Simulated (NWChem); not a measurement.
System meant: MoNH3SO2; SMILES [Mo](=[O])(=[NH])([SH])[OH]

The following NWChem deck was run.

```
start job
memory heap 200 mb stack 900 mb global 1100 mb
geometry units angstroms noautoz
  Mo     0.025144     0.247162     0.078985
  O      0.754248     0.672800     1.524040
  N      0.994653     0.712185    -1.269071
  H      1.881741     1.125232    -1.559215
  O     -1.679670     1.012317    -0.040761
  H     -2.041651     1.419052    -0.836569
  S     -0.026318    -2.088801    -0.129700
  H     -0.521805    -2.285494     1.116396
end
basis spherical
  * library def2-svp
end
dft
  xc b3lyp
  iterations 150
  mulliken
end
task dft energy
```

End of the output:

```
             Northwest Computational Chemistry Package (NWChem) 7.3.0
             --------------------------------------------------------

 C1  symmetry detected

                             Geometry "geometry" -> ""
                             -------------------------

 Output coordinates in angstroms (scale by  1.889725989 to convert to a.u.)

  No.       Tag          Charge          X              Y              Z
 ---- ---------------- ---------- -------------- -------------- --------------
    1 Mo                  42.0000     0.04967096     0.29855513     0.02012604
    2 O                    8.0000     0.89478687     0.77989725     1.38212207
    3 N                    7.0000     0.95093048     0.61260258    -1.41603361
    4 H                    1.0000     1.83755196     0.95260616    -1.79022126
    5 O                    8.0000    -1.61610097     1.15104666    -0.04809512
    6 H                    1.0000    -2.00792746     1.52221121    -0.84714634
    7 S                   16.0000    -0.14002250    -2.03933060    -0.01491168
    8 H                    1.0000    -0.56144529    -2.12061252     1.27068033

 Effective nuclear repulsion energy (a.u.)     585.4978118745

                                 NWChem DFT Module
                                 -----------------

 Summary of "ao basis" -> "ao basis" (spherical)
 ------------------------------------------------------------------------------
       Tag                 Description            Shells   Functions and Types
 ---------------- ------------------------------  ------  ---------------------
 Mo                         def2-svp                11       31   5s3p2d1f
 O                          def2-svp                 6       14   3s2p1d
 N                          def2-svp                 6       14   3s2p1d
 H                          def2-svp                 3        5   2s1p
 S                          def2-svp                 8       18   4s3p1d

            General Information
            -------------------
          SCF calculation type: DFT
          Wavefunction type:  closed shell.
          No. of atoms     :     8
          No. of electrons :    84
           Alpha electrons :    42
            Beta electrons :    42
          Charge           :     0
          Spin multiplicity:     1
          Use of symmetry is: off; symmetry adaption is: off
          Maximum number of iterations: 150
          AO basis - number of functions:   106
                     number of shells:    46
          Convergence on energy requested:  1.00D-06
          Convergence on density requested:  1.00D-05
          Convergence on gradient requested:  5.00D-04

              XC Information
              --------------
                         B3LYP Method XC Potential
                     Hartree-Fock (Exact) Exchange  0.200
                        Slater Exchange Functional  0.800 local
                    Becke 1988 Exchange Functional  0.720 non-local
              Lee-Yang-Parr Correlation Functional  0.810
                  VWN I RPA Correlation Functional  0.190 local

             Grid Information
             ----------------
          Grid used for XC integration:  medium
          Radial quadrature: Mura-Knowles
          Angular quadrature: Lebedev.
          Tag              B.-S. Rad. Rad. Pts. Rad. Cut. Ang. Pts.
          ---              ---------- --------- --------- ---------
          Mo                  1.45      123           9.0       590
          O                   0.60       49          10.0       434
          N                   0.65       49          11.0       434
          H                   0.35       45          12.0       434
          S                   1.00       88          11.0       590
          Grid pruning is: on
          Number of quadrature shells:   493
          Spatial weights used:  Erf1

      Superposition of Atomic Density Guess
      -------------------------------------

 Sum of atomic energies:       -1386.79848201

      Non-variational initial energy
      ------------------------------

 Total energy =   -1395.034209
 1-e energy   =   -3042.152536
 2-e energy   =    1061.620516
 HOMO         =      -1.565583
 LUMO         =      -1.402515

     ---------------------------------------------
      Total Density - Mulliken Population Analysis
     ---------------------------------------------

    Atom       Charge   Shell Charges
 -----------   ------   -------------------------------------------------------
    1 Mo  42    46.09   2.01  2.05  2.16  0.51 -0.15  6.06  8.75 -0.33 10.50  0.25 14.28
    2 O    8     9.43   1.99  1.16  0.65  4.09  1.42  0.13
    3 N    7     8.51   1.99  1.10  0.40  3.88  0.98  0.17
    4 H    1     0.27   0.23  0.02  0.03
    5 O    8     8.84   1.99  1.08  0.62  3.33  1.75  0.08
    6 H    1     0.23   0.25 -0.02  0.00
    7 S   16    10.61   2.00  1.98  0.61  0.28  5.90  0.30 -0.45 -0.01
    8 H    1     0.01   0.04 -0.03  0.00

   convergence    iter        energy       DeltaE   RMS-Dens  Diis-err
 ---------------- ----- ----------------- --------- --------- ---------
 d= 0,ls=0.0,diis     1  -1430.2248154953 -2.02D+03  4.30D-01  5.57D+01
 d= 0,ls=0.0,diis     2  -1332.2929843174  9.79D+01  2.95D-01  3.32D+02
 d= 0,ls=0.0,diis     3  -1437.8323059107 -1.06D+02  1.38D-01  1.46D+01
 d= 0,ls=0.0,diis     4  -1435.2894062158  2.54D+00  1.09D-01  3.24D+01
 d= 0,ls=0.0,diis     5  -1439.3643773829 -4.07D+00  6.35D-02  3.22D+00
 d= 0,ls=0.0,diis     6  -1439.1565269275  2.08D-01  4.38D-02  4.95D+00
 d= 0,ls=0.0,diis     7  -1439.6819787191 -5.25D-01  1.28D-02  2.45D-01
  Resetting Diis
 d= 0,ls=0.0,diis     8  -1439.7073936681 -2.54D-02  5.69D-03  2.37D-02
 d= 0,ls=0.0,diis     9  -1439.7108625722 -3.47D-03  5.83D-03  3.82D-03
 d= 0,ls=0.0,diis    10  -1439.7063792492  4.48D-03  4.30D-03  3.72D-02
 d= 0,ls=0.0,diis    11  -1439.7114016416 -5.02D-03  5.60D-04  2.98D-04
 d= 0,ls=0.0,diis    12  -1439.7114353266 -3.37D-05  1.30D-04  6.82D-05
 d= 0,ls=0.0,diis    13  -1439.7114428237 -7.50D-06  7.10D-05  3.52D-06
 d= 0,ls=0.0,diis    14  -1439.7114428371 -1.34D-08  3.86D-05  4.70D-06
 d= 0,ls=0.0,diis    15  -1439.7114433344 -4.97D-07  9.73D-06  3.77D-08

         Total DFT energy =    -1439.711443334405
      One electron energy =    -3274.355051659357
           Coulomb energy =     1330.103648254190
    Exchange-Corr. energy =      -80.957851803756
 Nuclear repulsion energy =      585.497811874518

 Numeric. integr. density =       83.999998553115

                       DFT Final Molecular Orbital Analysis
                       ------------------------------------

[...]
```

### Question
What is wrong, and how is it mended?

### Answer
The run ends normally but its numbers are meaningless: the def2 basis of a heavy element holds valence functions alone and wants its effective core potential (without it all electrons must fit into that basis). This input runs:
```
start job
memory heap 200 mb stack 900 mb global 1100 mb
geometry units angstroms noautoz
  Mo     0.025144     0.247162     0.078985
  O      0.754248     0.672800     1.524040
  N      0.994653     0.712185    -1.269071
  H      1.881741     1.125232    -1.559215
  O     -1.679670     1.012317    -0.040761
  H     -2.041651     1.419052    -0.836569
  S     -0.026318    -2.088801    -0.129700
  H     -0.521805    -2.285494     1.116396
end
basis spherical
  * library def2-svp
end
ecp
  Mo library def2-ecp
end
dft
  xc b3lyp
  iterations 150
  mulliken
end
task dft energy
```
It converges to -673.27814 Ha (B3LYP/def2-SVP with def2 effective core potentials on Mo). The faulty run gave -1439.711 Ha, with all electrons squeezed into the valence basis.
